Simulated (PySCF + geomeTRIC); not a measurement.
Calculation: PBE0-D4/def2-SVP (PySCF + geomeTRIC). fastk is a local helper that only speeds up exchange builds. No frequencies were computed at this level.

```python
import json, numpy as np
from pyscf import gto, dft
from fastk import lowrank_exchange
atoms = """
In    -0.011971     0.198446     0.089235
H      0.222516     1.793315    -0.420462
H     -1.554731    -0.495418    -0.119759
H      1.042378    -0.508618     1.204172
S      0.903486    -1.022298    -2.152443
H      0.273915    -2.150404    -1.827029
H     -0.142868    -0.570850    -2.842934
"""
def scf(charge, spin, dm0=None):
    mol = gto.M(atom=atoms, basis='def2-svp', ecp={'In': 'def2-svp'}, charge=charge, spin=spin, verbose=3, max_memory=10080)
    mf = dft.KS(mol, xc='pbe0').density_fit(auxbasis="def2-universal-jkfit")
    mf.disp = 'd4'
    mf.grids.level = 3
    mf.conv_tol = 1e-8
    mf.max_cycle = 60
    mf.kernel(dm0)
    if not mf.converged:
        mf = mf.newton().run(mf.mo_coeff, mf.mo_occ).undo_soscf()
    return mf
mf = scf(0, 0)
from pyscf.geomopt.geometric_solver import kernel as optimize
path = []
done, mol = optimize(mf, maxsteps=80, assert_convergence=False, callback=lambda env: path.append((env["energy"], bool(env["g_scanner"].converged))))
res = dict(converged=bool(done and path[-1][1]), energy=path[-1][0], path=[e for e, c in path], xyz=mol.atom_coords(unit="Angstrom").tolist(), nao=mol.nao)
json.dump(res, open("result.json", "w"))
```

Output:

```
converged SCF energy = -591.013561108486
Geometry optimization cycle 1
converged SCF energy = -591.013561108536
cycle 1: E = -591.013561109  dE = -591.014  norm(grad) = 0.0299663
Geometry optimization cycle 2
converged SCF energy = -591.016594478363
cycle 2: E = -591.016594478  dE = -0.00303337  norm(grad) = 0.00785075
Geometry optimization cycle 3
converged SCF energy = -591.016957202772
cycle 3: E = -591.016957203  dE = -0.000362724  norm(grad) = 0.00378953
Geometry optimization cycle 4
converged SCF energy = -591.017106071245
cycle 4: E = -591.017106071  dE = -0.000148868  norm(grad) = 0.000911046
Geometry optimization cycle 5
converged SCF energy = -591.017122338301
cycle 5: E = -591.017122338  dE = -1.62671e-05  norm(grad) = 0.000928006
Geometry optimization cycle 6
converged SCF energy = -591.017134946807
cycle 6: E = -591.017134947  dE = -1.26085e-05  norm(grad) = 0.000909722
Geometry optimization cycle 7
converged SCF energy = -591.017143862947
cycle 7: E = -591.017143863  dE = -8.91614e-06  norm(grad) = 0.000630195
Geometry optimization cycle 8
converged SCF energy = -591.017147236472
cycle 8: E = -591.017147236  dE = -3.37353e-06  norm(grad) = 0.000225578
Geometry optimization cycle 9
converged SCF energy = -591.017147783037
cycle 9: E = -591.017147783  dE = -5.46565e-07  norm(grad) = 7.00031e-05
<class 'geometric.internal.Distance'> : 6
<class 'geometric.internal.Angle'> : 8
<class 'geometric.internal.OutOfPlane'> : 1
<class 'geometric.internal.Dihedral'> : 6
<class 'geometric.internal.TranslationX'> : 1
<class 'geometric.internal.TranslationY'> : 1
<class 'geometric.internal.TranslationZ'> : 1
<class 'geometric.internal.RotationA'> : 1
<class 'geometric.internal.RotationB'> : 1
<class 'geometric.internal.RotationC'> : 1
Step    0 : Gradient = 1.133e-02/1.557e-02 (rms/max) Energy = -591.0135611085
Step    1 : Displace = 6.887e-02/8.843e-02 (rms/max) Trust = 1.000e-01 (=) Grad = 2.967e-03/5.788e-03 (rms/max) E (change) = -591.0165944784 (-3.033e-03) Quality = 0.946
Step    2 : Displace = 2.297e-02/3.289e-02 (rms/max) Trust = 1.414e-01 (+) Grad = 1.432e-03/2.859e-03 (rms/max) E (change) = -591.0169572028 (-3.627e-04) Quality = 1.463
Step    3 : Displace = 2.581e-02/4.011e-02 (rms/max) Trust = 2.000e-01 (+) Grad = 3.443e-04/5.916e-04 (rms/max) E (change) = -591.0171060712 (-1.489e-04) Quality = 1.155
Step    4 : Displace = 9.216e-03/1.657e-02 (rms/max) Trust = 2.828e-01 (+) Grad = 3.508e-04/7.167e-04 (rms/max) E (change) = -591.0171223383 (-1.627e-05) Quality = 1.444
Step    5 : Displace = 1.006e-02/1.889e-02 (rms/max) Trust = 3.000e-01 (+) Grad = 3.438e-04/6.391e-04 (rms/max) E (change) = -591.0171349468 (-1.261e-05) Quality = 1.421
Step    6 : Displace = 8.836e-03/1.639e-02 (rms/max) Trust = 3.000e-01 (=) Grad = 2.382e-04/4.758e-04 (rms/max) E (change) = -591.0171438629 (-8.916e-06) Quality = 1.338
Step    7 : Displace = 3.938e-03/6.164e-03 (rms/max) Trust = 3.000e-01 (=) Grad = 8.526e-05/1.703e-04 (rms/max) E (change) = -591.0171472365 (-3.374e-06) Quality = 1.181
Step    8 : Displace = 1.182e-03/1.497e-03 (rms/max) Trust = 3.000e-01 (=) Grad = 2.646e-05/4.386e-05 (rms/max) E (change) = -591.0171477830 (-5.466e-07) Quality = 1.114
Converged! =D
```

Cost: about 30 core-seconds (a rough figure).
